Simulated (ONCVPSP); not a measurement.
**What one change does to a pseudopotential (phosphorus, ONCV)**

ONCVPSP 4.0.1 input, shortened (lines: element, Z, core and valence counts, functional; n l f; lmax; l rc ep ncon nbas qcut; lloc lpopt rc5 dvloc0; l nproj debl; icmod fcfact rcfact), PBEsol, scalar-relativistic:

```
  P 15.00    3    2  -116133      upf
    1    0    2.00
    2    0    2.00
    2    1    6.00
    3    0    1.50
    3    1    3.50
    1
    0    1.40    0.00    5    9    4.20
    1    1.55    0.00    4    8    6.30
    4    5    1.05    1.00
    0    1    0.90
    1    2    3.00
    0    0.00    0.00
```

Change: p: qcut 9.3.

Cutoffs: the cutoffs (Ha) at which the residual kinetic energy of the hardest occupied pseudo-wave falls to 1 and 0.1 mHa per electron; they do not see the model core or the augmentation charge, which bear on the density cutoff. Errors are all-electron minus pseudo energies relative to the spin-unpolarised reference configuration.

Q: What does the change do?

A: The potential gets neither clearly harder nor softer (13 Ha and 89 Ha → 13 Ha and 89 Ha); the s channel sets the loose cutoff, while the largest relative change is in p, which becomes harder; of the 4 tests that both files solve, the error grows in 0 and shrinks in 2 by more than 15 % and 0.3 meV (median size 0.7 → 0.5 meV); neither file shows a bound ghost.

| quantity | base | changed |
| --- | --- | --- |
| cutoff, loose | 13 Ha | 13 Ha |
| cutoff, tight | 89 Ha | 89 Ha |
| loose cutoff by channel | s 13 Ha, p 5.2 Ha | s 13 Ha, p 6.1 Ha |
| bound ghosts | none | none |
| GHOST(+) flags under 300 eV | s at 29.6 eV | s at 29.6 eV |
| error for 3s2 3p3, meV [ΔE -4.24 eV] | +0.3 | +0.4 |
| error for 3s2 3p2, meV [ΔE 5.46 eV] | +1.1 | +0.5 |
| error for 3s2 3p1, meV [ΔE 24.57 eV] | +25 | +20 |
| error for 3s1 3p4, meV [ΔE 4.27 eV] | -0.1 | 0.0 |
| s: phases at 1.42 bohr within 0.05 rad from the reference energy up to (Ha; the scan ends near 5) | 0.3 | 0.3 |
| p: phases at 1.57 bohr within 0.05 rad from the reference energy up to (Ha; the scan ends near 5) | to the end of the scan | to the end of the scan |

Changed file: The cutoffs count occupied waves only; projector 2 of the p channel, the hardest unoccupied one, needs 34 Ha at the loose tolerance.
